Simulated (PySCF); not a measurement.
## Two-component Hartree-Fock for Sn²⁺ (tin, charge +2)

Start: [Kr] 4d10 5s1 5p1; 5s1/2 filled at m_j = +1/2; 5p3/2 filled at m_j = +3/2. Calculated with PySCF 2.14 in x2c-TZVPall-2c (8s9p5d2f, 74 functions): generalised Hartree-Fock with the X2C-1e Hamiltonian and a Gaussian nucleus; one run each with spin-orbit coupling (SO) switched off, then screened by Boettger's factors. This is a chosen level, not necessarily the ground level.

```
spinor shell  electrons  ε, spin-free (eV)  ε, screened SO (eV)  weight of nominal j (screened SO)  rms radius, screened SO (bohr)
       1s1/2          2           -29365.9             -29363.3                              1.000                          0.0333
       2s1/2          2            -4542.1              -4541.4                              1.000                           0.136
       2p1/2          2            -4072.3              -4232.4                              1.000                           0.118
       2p3/2          4            -4072.3              -3999.4                              1.000                           0.123
       3s1/2          2            -931.45              -931.34                              1.000                           0.361
       3p1/2          2            -774.19              -804.40                              1.000                           0.354
       3p3/2          4            -774.19              -760.46                              1.000                           0.366
       3d3/2          4            -532.69              -537.98                              1.000                           0.340
       3d5/2          6            -532.69              -529.12                              1.000                           0.343
       4s1/2          2            -178.62              -178.67                              1.000                           0.874
       4p1/2          2            -128.82              -134.32                              1.000                           0.930
       4p3/2          4            -128.82              -126.43                              1.000                           0.958
       4d3/2          4            -54.216              -54.981                              0.970                            1.17
       4d5/2          6            -54.216              -53.822                              0.980                            1.18
       5s1/2          1            -31.877              -31.900                              0.999                            2.40
       5p3/2          1            -22.982              -22.762                              1.000                            2.88
```

```csv
quantity,spin-free,screened SO
E (hartree),-6172.08201,-6173.53533
M_J,2,2
⟨J²⟩,6.006,6.006
⟨L²⟩,2.004,2.022
⟨S²⟩,2.002,2.019
```

Each row is a mean over spinors that exchange with the open shell spreads, by up to 0.610 eV (4s1/2).

Breit and QED terms are absent; they matter most for the inner s and p1/2 levels.

Densities and radii are taken from the X2C orbitals without a picture-change correction, which distorts them close to the nucleus.

Without spin-orbit coupling the j labels of p, d and f shells carry no meaning; the spin-free column gives the mean over the occupied spinors of each nl shell.
